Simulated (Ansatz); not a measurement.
Isolated molecules relaxed with PBE0-D4/def2-TZVP in Ansatz; ΔE leaves out vibrations. CCSD(T)/CBS adds triple-zeta CCSD(T) − MP2 to the extrapolated MP2 energy (def2 sets, frozen cores). Functionals use def2-TZVPP. Each species was taken in one conformer, which may not be the lowest.

`[SiH3]B1CO1` + `C[O][Al]([OH])[Cl]` → `ClB1CO1` + `C[O][Al]([OH])[SiH3]`  (redistribution)

CCSD(T)/CBS gives +70.8 kJ/mol.

**Question.** Another level gave +53.0 kJ/mol. Which?
A. BLYP/def2-TZVPP
B. ωB97M-V/def2-TZVPP
C. PBE/def2-TZVPP
D. HF/def2-TZVPP

**Answer.** C. PBE 53.0, BLYP 60.5, HF/def2-TZVPP 81.5, ωB97M-V 69.5 kJ/mol.

**Question.** What do rigid-rotor, harmonic-oscillator terms from PBE0-D4/def2-TZVP frequencies (298.15 K, 1 bar) make of the CCSD(T)/CBS value? (Estimate.)

**Answer.** Computed: ΔZPE = -1.5 kJ/mol, ΔH = +69.6 kJ/mol, ΔS = 5 J/(mol·K), ΔG = +68.1 kJ/mol. Modes under 50 cm⁻¹ make the entropy rough.

Largest T1 diagnostic among the species: 0.016.

In def2-TZVPP, CCSD(T) changes the Hartree–Fock value by −14.5 kJ/mol (the triples alone add −2.8 kJ/mol) and MP2 by −11.2 kJ/mol. From PBE to PBE0 (25 % exact exchange), in def2-TZVPP and without D4, ΔE moves by +6.9 kJ/mol. At CCSD(T), def2-SVP lies −15.9 kJ/mol from the extrapolated value and def2-TZVPP −3.8 kJ/mol.
